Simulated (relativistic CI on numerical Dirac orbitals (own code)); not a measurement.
Hg3+: 4f photoemission

Computed with this model: Dirac-Coulomb-Breit CI, separate exchange-only KLI orbitals for each configuration, model QED (radiative potential, 1s self-energy scaled to tabulated hydrogen-like ionisation energies), valence Slater integrals scaled by 0.8, multiplet model of photoemission in the sudden approximation; configurations [Xe] 4f14 5d9 → [Xe] 4f13 5d9; 80 K; Lorentzian 0.25 eV and Gaussian 0.5 eV FWHM. Energies are those of the free ion, without screening or charge transfer. The energies are binding energies and can lie tens of eV above those of solids. S is read from ⟨S²⟩ = S(S + 1).

Field parameters in Wybourne normalisation: Td as Oh with Dq negative (B⁴₀ = 21Dq, B⁴₄ = √(5/14) B⁴₀). The field is a parameter set, without covalency.

free ion: ground-state S = 0.50, centroid 143.07 eV. Peaks (eV, height): 141.3 (100), 142.6 (12), 143.9 (6), 145.0 (51), 146.0 (46).

Td, 10Dq = -3100 cm⁻¹: ground-state S = 0.50, centroid 143.07 eV. Peaks (eV, height): 141.2 (100), 142.7 (12), 145.1 (64), 146.1 (40).

Td, 10Dq = -8600 cm⁻¹: ground-state S = 0.50, centroid 143.07 eV. Peaks (eV, height): 141.1 (100), 142.9 (9), 145.2 (68), 146.3 (27).

Td, 10Dq = -14100 cm⁻¹: ground-state S = 0.50, centroid 143.07 eV. Peaks (eV, height): 141.1 (100), 143.0 (8), 145.3 (62), 146.4 (21).

Strongest unbroadened transitions for free ion:

```tsv
Energy (eV)	Relative strength
140.72	69.1
141.15	82.8
141.26	100.0
141.48	37.5
141.51	53.4
142.63	22.9
142.92	0.5
143.31	1.7
143.80	7.6
144.17	1.0
144.87	68.5
145.12	52.2
145.39	37.3
145.98	22.6
146.00	78.8
146.36	7.7
147.29	1.1
148.67	0.7
```
